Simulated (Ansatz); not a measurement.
`CO[SiH2][SiH3]`. Charge 0, multiplicity 1. The structure was optimised at the PBE0-D4/def2-TZVP level. It is one conformer, not always the lowest.

```xyz
12

C    -1.808   -0.985   -1.005
O    -0.483   -0.619   -0.693
Si   -0.124    0.430    0.525
Si    2.202    0.654    0.572
H    -1.783   -1.684   -1.842
H    -2.406   -0.113   -1.296
H    -2.298   -1.476   -0.155
H    -0.790    1.747    0.293
H    -0.644   -0.086    1.828
H     2.579    1.597    1.661
H     2.703    1.193   -0.720
H     2.851   -0.659    0.833
```

What is the dipole moment at ωB97M-V/def2-TZVPP? (Estimate.)

Computed: 1.13 D, with components (-1.12, -0.15, -0.07) D in this frame, pointing from negative to positive charge.

And with PBE, r2SCAN, B3LYP? (Best estimate.)

Computed: PBE 1.06 D, r2SCAN 1.09 D, B3LYP 1.13 D.

Give the Mulliken charges with ωB97M-V, r2SCAN, PBE in def2-TZVPP. (An estimate is asked.)

Ansatz gave: 
```
atom  ωB97M-V  r2SCAN    PBE
  C1    -0.19    0.01  -0.15
  O2    -0.38   -0.39  -0.31
 Si3     0.31    0.40   0.33
 Si4     0.05    0.18   0.11
  H5     0.12    0.06   0.11
  H6     0.12    0.06   0.10
  H7     0.12    0.06   0.10
  H8    -0.05   -0.09  -0.08
  H9    -0.05   -0.09  -0.08
 H10    -0.02   -0.06  -0.04
 H11    -0.02   -0.06  -0.04
 H12    -0.02   -0.06  -0.04
```

B3LYP here is the variant with VWN-RPA as its local correlation; programs differ in this.
